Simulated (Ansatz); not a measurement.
Basis-set extrapolation for C₂H₄BClO (`ClB1CCO1`) (PBE0-D4/def2-TZVP geometry, frozen core, Ansatz 0.2.0). Multiplicity 1, RHF reference.

```json
{"": "HF", "def2-TZVPP": "-637.260830", "def2-QZVPP": "-637.281529"}
{"": "MP2 correlation", "def2-TZVPP": "-0.850657", "def2-QZVPP": "-0.915833"}
{"": "CCSD(T) correlation", "def2-TZVPP": "-0.925571", "def2-QZVPP": "not run"}
```

Energies in hartree. Use E(X) = E(∞) + A·exp(−7.88·√X) for Hartree–Fock and E(X) = E(∞) + B·X^(−2.97) for correlation, with X = 3 and 4, and add CCSD(T) minus MP2 of the smaller set to the MP2 limit.

**Question.** What is the CCSD(T) energy at the basis-set limit?

**Answer.** HF limit: -637.281529 + (-0.020699) × 0.13774 = -637.28438. MP2 limit: -0.915833 + (-0.065176) × 0.74074 = -0.96411. Higher-order term: -0.925571 − (-0.850657) = -0.07491. Total: -638.32340 hartree, 3.73 eV below CCSD(T)/def2-TZVPP.
